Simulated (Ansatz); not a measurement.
System: C$_{2}$H$_{6}$ClSi, net charge 0, doublet state. It need not be the lowest isomer of its formula. 
Structure (B3LYP-D3(BJ)/def2-TZVP (Ansatz, an electronic-structure program) minimum search):
```xyz
10

C      1.3817    -1.2206     0.6786
Si    -0.0418     0.0014     0.6054
C     -1.6997    -0.8682     0.4652
Cl     0.2113     1.1814    -1.1008
H      1.2874    -1.8578     1.5604
H      2.3417    -0.7064     0.7234
H      1.3721    -1.8559    -0.2120
H     -2.5166    -0.1509     0.3871
H     -1.8719    -1.4966     1.3417
H     -1.7120    -1.5032    -0.4255
```
Charge 0, spin multiplicity 2.

Computed values are from Ansatz. Correlated levels leave the core frozen unless marked. UHF or UKS for open shells. No spin-orbit coupling. Non-relativistic. CBS(X,Y): correlation extrapolated as X^-3; Hartree-Fock from the larger set. The bracket is a focal-point correction in the basis named.

The atomisation energy De is 854.4 kcal/mol at RI-MP2/CBS(cc-pV(T+d)Z,cc-pV(Q+d)Z)+[CCSD(T)-MP2]/cc-pV(T+d)Z and the total energy is -828.5921 Eh at RI-MP2/CBS(cc-pV(T+d)Z,cc-pV(Q+d)Z)+[CCSD(T)-MP2]/cc-pV(T+d)Z. The dipole moment comes out as 2.12 D at CCSD(T)/aug-cc-pV(D+d)Z. The T1 diagnostic is 0.011 at CCSD/cc-pV(T+d)Z.
